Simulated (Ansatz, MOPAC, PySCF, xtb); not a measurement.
Complex: H2O (SMILES O) (first 3 atoms) with CH2O (SMILES C=O); geometry from B3LYP-D3(BJ)/def2-TZVP.
(charge 0, multiplicity 1):
```xyz
7

O     -0.150     0.438    -0.115
H      0.492     0.168    -0.779
H     -0.524    -0.382     0.230
C     -0.002     0.572     2.699
O     -0.406    -0.548     2.859
H      1.077     0.812     2.700
H     -0.684     1.428     2.547
```

Counterpoise-corrected where a basis set is named; no monomer relaxation. Rows marked so take none.

Rows in 6-31G*, STO-3G carry no dispersion term and start afresh at each structure (6-31G* with six Cartesian d functions). MP2/6-31G* freezes PySCF's default core. The state that AM1 reach isn't checked.

Codes used: Ansatz (a quantum-chemistry and plane-wave program) with Gaussian orbitals; MOPAC for AM1 (differences of heats of formation); PySCF for 6-31G* rows, STO-3G rows, the dispersion terms; xtb for the GFN methods. Values without a source in brackets are computed.

| level | interaction energy (kcal/mol) |
|---|---|
| GFN-FF | -2.49 |
| AM1 | -1.96 |
| HF/STO-3G (no counterpoise) | -0.63 |
| SVWN5/def2-TZVPPD | -4.82 |
| PBE/def2-TZVPPD | -2.39 |
| PBE0-D3(BJ)/def2-TZVPPD | -3.09 |
| PBE0-D4/def2-TZVPPD | -3.05 |
| M06-2X/6-31G* (no counterpoise) | … |
| MP2/6-31G* (no counterpoise) | … |

**Question.** Complete the blanks.

**Answer.** 
- M06-2X/6-31G* (no counterpoise), interaction energy (kcal/mol): -5.04
- MP2/6-31G* (no counterpoise), interaction energy (kcal/mol): -4.06
